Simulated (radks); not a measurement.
Question: All-electron atom: Cu VI in [Ar] 3d6. Method: scalar-relativistic Kohn-Sham, BLYP, spin-polarised, spherical densities, point nucleus; open shells are filled with parallel spins first; computed with a radial shooting solver on a logarithmic mesh with Libxc functionals. Some entries of the table are withheld. Estimate them.

| orbital | occ. | eigenvalue (hartree) | <r^2> (bohr^2) | <r> (bohr) |
|---|---|---|---|---|
| 1s up | 1 | -328.9736 | 0.003656 | 0.05213 |
| 1s down | 1 | -328.9736 | 0.003656 | 0.05213 |
| 2s up | 1 | -42.78705 | 0.06538 | 0.2354 |
| 2s down | 1 | -42.67641 | 0.06515 | 0.2350 |
| 2p up | 3 | (1) | (2) | 0.2066 |
| 2p down | 3 | (3) | (4) | 0.2062 |
| 3s up | 1 | -7.75897 | 0.5479 | 0.6905 |
| 3s down | 1 | -7.54995 | 0.5536 | 0.6939 |
| 3p up | 3 | -6.16456 | 0.5929 | 0.7121 |
| 3p down | 3 | -5.95954 | 0.6023 | 0.7173 |
| 3d up | 5 | -3.58386 | (5) | 0.7582 |
| 3d down | 1 | -3.38148 | (6) | 0.7748 |

Answer: 
(1) 2p up eigenvalue (hartree): -37.42915
(2) 2p up <r^2> (bohr^2): 0.05238
(3) 2p down eigenvalue (hartree): -37.34554
(4) 2p down <r^2> (bohr^2): 0.05214
(5) 3d up <r^2> (bohr^2): 0.7058
(6) 3d down <r^2> (bohr^2): 0.7411
